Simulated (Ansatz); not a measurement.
```json
{"atom": "Li", "x (Å)": "1.3400", "y (Å)": "0.0000", "z (Å)": "3.3000"}
{"atom": "Li", "x (Å)": "-1.3400", "y (Å)": "0.0000", "z (Å)": "3.3000"}
{"atom": "Li", "x (Å)": "1.3400", "y (Å)": "0.0000", "z (Å)": "0.0000"}
{"atom": "Li", "x (Å)": "-1.3400", "y (Å)": "0.0000", "z (Å)": "0.0000"}
```

RHF on singlet Li₄ was run in several spherical basis sets with Ansatz (development build ahead of 0.2.0).

(1) Rank the basis sets by the total energy that they give, lowest first, with the distance from the lowest.
A. cc-pVDZ
B. def2-SVP
C. 6-31G

Results:

(1) A (0.00 eV), C (0.20 eV), B (0.78 eV).

Totals follow the description of the cores as much as that of the bonds, so this order isn't one of quality for chemistry.
